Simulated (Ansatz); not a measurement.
C2H9BSi2, SMILES `C=CB[SiH2][SiH3]`. Total charge 0; spin multiplicity 1.

```xyz
14

C     0.071    2.558   -1.504
C     0.480    1.642   -0.614
B    -0.541    0.844    0.209
Si   -0.031   -0.607    1.489
Si    0.010   -2.582    0.215
H    -0.987    2.744   -1.660
H     0.762    3.150   -2.100
H     1.552    1.497   -0.498
H    -1.704    1.062    0.006
H    -1.004   -0.812    2.599
H     1.330   -0.444    2.079
H    -1.320   -2.831   -0.405
H     1.017   -2.465   -0.875
H     0.365   -3.757    1.058
```

Task: Give the diagnostics of a CCSD(T)/def2-TZVPP run (frozen core, Ansatz). (An estimate is asked.)

Result: The calculation gave: T1 = 0.0135, largest single amplitude 0.019, largest double 0.055, (T) share of the correlation energy 4.0 %, 10 CCSD cycles. The RHF solution is unstable towards an unrestricted one. T1 lies under the customary mark of 0.02 for closed shells.
